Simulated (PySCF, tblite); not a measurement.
Compound: C7H5N.
Numbering: `[C-:1]#[N+:2][c:3]1[cH:4][cH:5][cH:6][cH:7][cH:8]1` (hydrogens: H9 on C4; H10 on C5; H11 on C6; H12 on C7; H13 on C8)

Computed geometry: GFN2-xTB, gas phase.

(1) List the bond lengths and angles at this level.

## Answers

(1) 
```tsv
bond	length (Å)
C1≡N2	1.167
N2–C3	1.361
C3–C4, C3–C8	1.393
C4–C5, C7–C8	1.382
C5–C6, C6–C7	1.386
C4–H9, C8–H13	1.080
C5–H10, C7–H12	1.080
C6–H11	1.080
```

Bonds in one row agree within 0.01 Å and their mean is given. A selection of angles:
```tsv
angle	degrees
C1–N2–C3	179.8
N2–C3–C4	119.6
C4–C3–C8	120.7
C3–C4–C5	119.3
C4–C5–C6	120.3
C5–C6–C7	120.2
```

The 8 heavy atoms lie in one plane (0.001 Å rms). The 2 C–N bonds span 1.167 Å (C1≡N2, drawn triple) to 1.361 Å (N2–C3, drawn single), a spread of 0.194 Å. The 6-membered ring C3–C4–C5–C6–C7–C8 has internal angles of 119.3° to 120.7°; it is planar, 0.00 Å rms from its mean plane, widest ring torsion 0°.

Point group: C2v (tolerance 0.08 Å). Its GFN2-xTB frequencies are all real (lowest 138 cm⁻¹).
